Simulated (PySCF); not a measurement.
C₆H₈F₂.
Cartesian coordinates in Å at the PBE0-D3(BJ)/def2-SVP level; atoms count from 1:
```xyz
16
C6H8F2 angstrom
C      0.2389   -1.8429   -1.1447
C     -0.7939   -1.0953   -0.7307
C     -0.7388    0.2612   -0.1850
C     -1.8612    0.9211    0.1419
C      0.6019    0.9223    0.0141
F      0.4552    2.2817    0.1507
C      1.3003    0.3974    1.2485
F      2.5949    0.8353    1.2848
H      0.0773   -2.8447   -1.5490
H      1.2754   -1.4965   -1.1104
H     -1.8038   -1.5136   -0.8064
H     -2.8418    0.4577    0.0080
H     -1.8206    1.9416    0.5260
H      1.2505    0.7444   -0.8622
H      0.7633    0.7657    2.1390
H      1.2882   -0.7044    1.2542
```

Level: PBE0/def2-SVPD in PySCF, non-relativistic, on one gas-phase PBE0-D3(BJ)/def2-SVP geometry that isn't relaxed in the solvent. The solvent is an IEF-PCM continuum (van der Waals radii × 1.2), and excitations are vertical TDDFT with non-equilibrium linear response and a frozen core. Only the electrostatic response of the medium enters.

Gas-phase singlets (H = HOMO, L = LUMO):

```tsv
state	E (eV)	λ (nm)	f	leading configuration
S1	5.709	217	0.528	H→L 97%
S2	6.738	184	0.005	H-1→L 75%
S3	6.783	183	0.002	H-2→L 87%
S4	6.829	182	0.004	H→L+1 85%
S5	7.236	171	0.018	H→L+2 68%
```

Give the list for chloroform (ε = 4.711), n² = 2.09.

| state | E (eV) | λ (nm) | f | leading configuration | change by rank (eV) |
| --- | --- | --- | --- | --- | --- |
| S1 | 5.494 | 226 | 0.657 | H→L 97% | -0.215 |
| S2 | 6.768 | 183 | 0.004 | H-1→L 65% | +0.030 |
| S3 | 6.813 | 182 | 0.005 | H-2→L 57% | +0.030 |
| S4 | 6.844 | 181 | 0.004 | H→L+1 61% | +0.015 |
| S5 | 7.296 | 170 | 0.033 | H→L+2 41% | +0.060 |

What are the lowest 5 singlets in tetrahydrofuran (ε = 7.426)?

```tsv
state	E (eV)	λ (nm)	f	leading configuration	change by rank (eV)
S1	5.511	225	0.648	H→L 97%	-0.198
S2	6.772	183	0.004	H-1→L 62%	+0.034
S3	6.818	182	0.005	H-2→L 54%	+0.035
S4	6.848	181	0.004	H→L+1 60%	+0.019
S5	7.304	170	0.035	H→L+2 59%	+0.068
```

The ground-state energy changes by -0.188 eV from gas to tetrahydrofuran. By how much does the total energy of gas-phase S1 change?

E(S1) = E(S0) + excitation energy, so it changes by -0.188 − 0.198 = -0.386 eV: it is lowered more than the ground state, which is what a red shift means. This is the vertical state, with the slow part of the continuum still set for S0.

How do the frontier levels move from gas to tetrahydrofuran?

| orbital | gas (eV) | solvent (eV) | change (eV) | Löwdin shares, gas | Löwdin shares, solvent |
| --- | --- | --- | --- | --- | --- |
| LUMO+2 | 1.09 | 1.29 | +0.20 | C4 14 %, C2 13 %, C3 11 %, C1 11 % | C2 18 %, C1 15 %, C3 14 %, F6 6 % |
| LUMO+1 | 0.74 | 0.92 | +0.18 | C1 18 %, C2 12 %, C4 11 %, C7 9 % | C7 13 %, C1 12 %, C4 11 %, C5 8 % |
| LUMO | -1.37 | -1.16 | +0.21 | C4 26 %, C1 23 %, C3 16 %, C2 16 % | C4 26 %, C1 23 %, C3 16 %, C2 15 % |
| HOMO | -7.23 | -7.03 | +0.20 | C4 25 %, C1 24 %, C3 18 %, C2 17 % | C4 25 %, C1 25 %, C3 18 %, C2 18 % |
| HOMO-1 | -9.18 | -9.04 | +0.14 | C2 18 %, C5 12 %, C1 11 %, C3 11 % | C2 19 %, C3 13 %, C1 12 %, C5 12 % |
| HOMO-2 | -9.62 | -9.50 | +0.12 | F6 20 %, C3 15 %, C5 15 %, F8 11 % | F6 17 %, C3 15 %, C5 15 %, C2 12 % |
| HOMO-3 | -10.05 | -9.99 | +0.06 | F8 37 %, C7 19 %, H16 11 %, F6 11 % | F8 31 %, C7 20 %, H16 12 %, F6 12 % |

The HOMO–LUMO gap goes from 5.86 to 5.87 eV.

The run took 43 s on one thread, Arm Neoverse V1 (shared host). This is the whole response run at PBE0/def2-SVPD in tetrahydrofuran, SCF included.
